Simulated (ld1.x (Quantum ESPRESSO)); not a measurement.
# What one change does to a pseudopotential (Eu, TM)

```json
{"Element": "europium (Eu)", "Generator": "ld1.x (Quantum ESPRESSO) 7.5", "Type": "norm-conserving Troullier–Martins (Kleinman–Bylander form)", "Functional": "PBEsol", "Relativity": "scalar-relativistic", "Frozen core": "[Kr] 4d10 5s2", "Valence charge": "15", "Reference configuration": "4f7 5p6 5d0.5 6s1.5 6p0", "Partial waves": "5p (bound): rc 2.50 bohr; 5d (bound): rc 2.40 bohr; 4f (bound): rc 0.80 bohr; 6s (bound): rc 3.65 bohr", "Local potential": "the s channel", "Core correction": "none"}
```

All-electron outer shells of the reference configuration (PBEsol, scalar-relativistic, ld1.x):

```json
{"shell": "4d", "level (eV)": "-134.17", "outermost node (bohr)": "0.27", "outermost maximum (bohr)": "0.57"}
{"shell": "5s", "level (eV)": "-44.10", "outermost node (bohr)": "0.67", "outermost maximum (bohr)": "1.23"}
{"shell": "5p", "level (eV)": "-23.23", "outermost node (bohr)": "0.72", "outermost maximum (bohr)": "1.41"}
{"shell": "6s", "level (eV)": "-3.45", "outermost node (bohr)": "1.67", "outermost maximum (bohr)": "3.65"}
{"shell": "4f", "level (eV)": "-2.20", "outermost node (bohr)": "–", "outermost maximum (bohr)": "0.60"}
{"shell": "5d", "level (eV)": "-1.27", "outermost node (bohr)": "0.82", "outermost maximum (bohr)": "2.19"}
{"shell": "6p", "level (eV)": "-1.10", "outermost node (bohr)": "2.03", "outermost maximum (bohr)": "5.05"}
```

Change: local potential the f channel.

Cutoffs: the cutoffs (Ry, on a coarse ladder) from which the occupation-weighted sum of valence levels, in a spherical-Bessel basis at the reference potential, stays within 10 and 1 mRy of its value at 400 Ry; they do not see the model core or the augmentation charge, which bear on the density cutoff. Errors are all-electron minus pseudo energies relative to the spin-unpolarised reference configuration.

What does the change do?

A bound ghost appears in d, p, s, which as a rule spoils a file; the number of tests that count goes from 7 to 3; of the 3 tests that both files solve, the error grows in 0 and shrinks in 3 by more than 15 % and 0.3 meV (median size 5.0 → 3.9 meV); the range in which the f phases agree widens (upper end 0.3 → at the end of the scan). In the separable form a ghost depends on how the local part lies against the semilocal potential of the channel, so the choice of the local part can create or remove one.

| quantity | base | changed |
| --- | --- | --- |
| cutoff, loose | over 300 Ry | over 300 Ry |
| cutoff, tight | over 300 Ry | over 300 Ry |
| bound ghosts | none | s, p, d |
| tests counted (converged, no solver errors) | 7 of 7 | 3 of 7 |
| error for 4f7 5p6 5d0 6s2 6p0, meV [ΔE -1.06 eV] | -1.9 | -1.2 |
| error for 4f7 5p6 5d0 6s0 6p0, meV [ΔE 16.11 eV] | -5.0 | +3.9 |
| error for 4f7 5p6 5d1 6s0 6p0, meV [ΔE 6.52 eV] | -17 | -13 |
| s: phases at 3.96 bohr within 0.05 rad from the reference energy up to (Ry; the scan ends near 5) | 1.1 | 1.6 |
| p: phases at 3.96 bohr within 0.05 rad from the reference energy up to (Ry; the scan ends near 5) | -0.4 | -0.1 |
| d: phases at 3.96 bohr within 0.05 rad from the reference energy up to (Ry; the scan ends near 5) | 0.8 | 1.2 |
| f: phases at 3.96 bohr within 0.05 rad from the reference energy up to (Ry; the scan ends near 5) | 0.3 | to the end of the scan |

Base: ld1.x printed “convergence not achieved” for 3 of the counted tests; their residual had stalled under 1e-8, short of the target of 1e-14. Changed file: Tests not counted: 4f7 5p6 5d0 6s1 6p0 (solver errors, printed error -2.3 eV); 4f7 5p6 5d0 6s1 6p1 (solver errors, printed error -7.6 eV); 4f7 5p6 5d0 6s0 6p2 (solver errors, printed error -7.5 eV); 4f7 5p6 5d0 6s0 6p1 (solver errors, printed error -1.9 eV). These tests converged, but a pseudo level misses the all-electron one widely, so the file describes the atom poorly there or has found another state: 4f7 5p6 5d0 6s0 6p0: empty 6s by 2.3 eV. ld1.x printed “convergence not achieved” for 1 of the counted tests; its residual had stalled under 1e-8, short of the target of 1e-14. A true bound ghost makes a file unfit for plane-wave use even where its test errors are small: the radial tests pick states by their node count and pass the ghost by. Where a test does run into it, the solver fails or the error is huge.
